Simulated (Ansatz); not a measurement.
Geometry optimisation of CrClO₃, that is [CrO3Cl]- with one electron fewer.

```yaml
crystal:
  periodic: [false, false, false]
  atoms:
    - {symbol: Cr, position_ang: [0.077299, 0.133266, 0.055566]}
    - {symbol: O, position_ang: [0.061669, 0.069999, 1.629158]}
    - {symbol: O, position_ang: [1.548711, 0.096237, -0.504804]}
    - {symbol: O, position_ang: [-0.706443, 1.392064, -0.475107]}
    - {symbol: Cl, position_ang: [-0.981237, -1.691556, -0.704793]}
basis:
  gaussian: {orbitals: def2-SVPD}
magnetization: {spin_polarized: true, initial_magnetization: 1}
hamiltonian: {xc: pbe0, dispersion: d4}
scf: {lower_state_search: "off"}
output: {orbitals: {seedname: orbitals}}
relax: {f_tol: 0.02, max_steps: 100}
```

```sh
$ ansatz run in.yaml --threads 4 --pin off --events-out ev --progress --plain --max-ram 3916MiB
```

It prints (some lines left out):

```
Functional definition: PBE0
mean field -47055.62421950 eV, -1729.2622946190 hartree, gradient 7.6e-6 eV, S^2 0.854652; 0 other end points of the search recorded, 0 dependent functions left out
relax step   1: F+E_penalty+E_count = -47055.75851939 eV  Δ(F+E_penalty+E_count) = +0.000e0 eV  max|allowed force component| = 2.823e0 eV/Å  Δτ_max = 0.0000 Å  (147 SCF iters, accepted)
mean field -47055.80634190 eV, -1729.2689874938 hartree, gradient 1.4e-6 eV, S^2 0.864810; 0 other end points of the search recorded, 0 dependent functions left out
relax step   2: F+E_penalty+E_count = -47055.94102168 eV  Δ(F+E_penalty+E_count) = -1.825e-1 eV  max|allowed force component| = 2.044e0 eV/Å  Δτ_max = 0.0543 Å  (53 SCF iters, accepted)
mean field -47055.87615022 eV, -1729.2715529022 hartree, gradient 1.9e-6 eV, S^2 0.903814; 0 other end points of the search recorded, 0 dependent functions left out
relax step   3: F+E_penalty+E_count = -47056.01069627 eV  Δ(F+E_penalty+E_count) = -6.967e-2 eV  max|allowed force component| = 6.623e-1 eV/Å  Δτ_max = 0.0565 Å  (48 SCF iters, accepted)
mean field -47055.89897128 eV, -1729.2723915605 hartree, gradient 9.6e-6 eV, S^2 0.898848; 0 other end points of the search recorded, 0 dependent functions left out
relax step   4: F+E_penalty+E_count = -47056.03318255 eV  Δ(F+E_penalty+E_count) = -2.249e-2 eV  max|allowed force component| = 4.229e-1 eV/Å  Δτ_max = 0.0217 Å  (37 SCF iters, accepted)
mean field -47055.90245378 eV, -1729.2725195402 hartree, gradient 3.0e-6 eV, S^2 0.907978; 0 other end points of the search recorded, 0 dependent functions left out
relax step   5: F+E_penalty+E_count = -47056.03667593 eV  Δ(F+E_penalty+E_count) = -3.493e-3 eV  max|allowed force component| = 4.045e-1 eV/Å  Δτ_max = 0.0186 Å  (39 SCF iters, accepted)
mean field -47055.91150846 eV, -1729.2728522936 hartree, gradient 9.0e-6 eV, S^2 0.896409; 0 other end points of the search recorded, 0 dependent functions left out
relax step   6: F+E_penalty+E_count = -47056.04583464 eV  Δ(F+E_penalty+E_count) = -9.159e-3 eV  max|allowed force component| = 8.106e-2 eV/Å  Δτ_max = 0.0252 Å  (36 SCF iters, accepted)
mean field -47055.91186897 eV, -1729.2728655419 hartree, gradient 6.9e-6 eV, S^2 0.897864; 0 other end points of the search recorded, 0 dependent functions left out
relax step   7: F+E_penalty+E_count = -47056.04612361 eV  Δ(F+E_penalty+E_count) = -2.890e-4 eV  max|allowed force component| = 2.140e-2 eV/Å  Δτ_max = 0.0052 Å  (35 SCF iters, accepted)
mean field -47055.91186312 eV, -1729.2728653269 hartree, gradient 1.9e-6 eV, S^2 0.897590; 0 other end points of the search recorded, 0 dependent functions left out
relax step   8: F+E_penalty+E_count = -47056.04613150 eV  Δ(F+E_penalty+E_count) = -7.891e-6 eV  max|allowed force component| = 1.662e-3 eV/Å  Δτ_max = 0.0004 Å  (25 SCF iters, accepted)
mean field -47055.91151362 eV, -1729.2728524832 hartree, gradient 2.2e-6 eV, S^2 0.888393; 0 other end points of the search recorded, 0 dependent functions left out
relax step   9: F+E_penalty+E_count = -47056.04578093 eV  Δ(F+E_penalty+E_count) = +3.506e-4 eV  max|allowed force component| = 1.014e-1 eV/Å  Δτ_max = 0.0252 Å  (45 SCF iters, rejected (line search))
relax step  10: F+E_penalty+E_count = -47056.04613150 eV  Δ(F+E_penalty+E_count) = +0.000e0 eV  max|allowed force component| = 1.662e-3 eV/Å  Δτ_max = 0.0000 Å  (25 SCF iters, accepted)
Total energy: -47056.04617352 eV, -1729.2778011432 hartree
Atom 0 at    -0.001709     0.087043    -0.000113 Å, force    -0.000326    -0.001662    -0.000224 eV/Å
Atom 1 at     0.146662     0.088346     1.612836 Å, force    -0.000064     0.000023     0.001134 eV/Å
Atom 2 at     1.562744     0.113452    -0.419091 Å, force     0.001064     0.000040    -0.000459 eV/Å
Atom 3 at    -0.716373     1.359816    -0.482429 Å, force    -0.000827     0.000819    -0.000565 eV/Å
Atom 4 at    -0.991325    -1.648646    -0.711183 Å, force     0.000153     0.000780     0.000114 eV/Å
Dipole moment:    -0.001409    -0.084670    -0.002055 e Å
Checks for a lower state left out: stability, starts, cluster_reference, orbital_swaps, neighbouring_geometries, increment
```

Run time 37 s (4 threads of Arm Neoverse V1 on a shared host).

The relaxed charge 0 doublet is spin-contaminated (final ⟨S²⟩ up to 0.90, 0.75 for a pure state).
